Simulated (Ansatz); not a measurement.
Consider the atomization: `O[SiH](Cl)[SiH2]Cl` → 2 Cl• + 4 H• + O• + 2 Si•.

Program: Ansatz. Geometries: PBE0-D4/def2-TZVP. ΔE: electronic, gas phase. CCSD(T)/CBS adds triple-zeta CCSD(T) − MP2 to the extrapolated MP2 energy (def2 sets, frozen cores). This one scheme is used for every species, atoms too. For atomizations the MP2-based limit and the directly extrapolated one differ by several kJ/mol either way, and by 10 to 25 for some Ge, Se and Sn compounds, so smaller differences from it don't rank the levels. Open shells (•) are unrestricted, without spin–orbit coupling. Spin–orbit coupling would lower the free atoms: a little for Cl, O, Si. Each species was taken in one conformer, which may not be the lowest.

```
             species  CCSD(T)/def2-SVP energy (Eh)
`O[SiH](Cl)[SiH2]Cl`                   -1574.37884
                 Cl•                    -459.44599
                  H•                      -0.49928
                  O•                     -74.83747
                 Si•                    -288.81556
```

(1) Work out ΔE.

Largest T1 diagnostic among the species: 0.012.

Answers

(1) ΔE = 4 × (-0.49928) + 2 × (-459.44599) + 2 × (-288.81556) + (-74.83747) − (-1574.37884) = 1.02115 Eh = +2681.0 kJ/mol. CCSD(T)/CBS gives +2963.6 kJ/mol.

At CCSD(T), def2-SVP lies −282.5 kJ/mol from the extrapolated value and def2-TZVPP −102.4 kJ/mol: correlation converges slowly with the basis, and small sets miss more of it in the bonded molecule than in its fragments. From r2SCAN to r2SCAN0 (25 % exact exchange), in def2-TZVPP and without D4, ΔE moves by −46.8 kJ/mol: exact exchange takes away binding that semilocal exchange gives to molecules. In def2-TZVPP, CCSD(T) changes the Hartree–Fock value by +688.4 kJ/mol (the triples alone add +44.8 kJ/mol) and MP2 by +749.2 kJ/mol; breaking electron pairs costs correlation energy, which Hartree–Fock lacks.
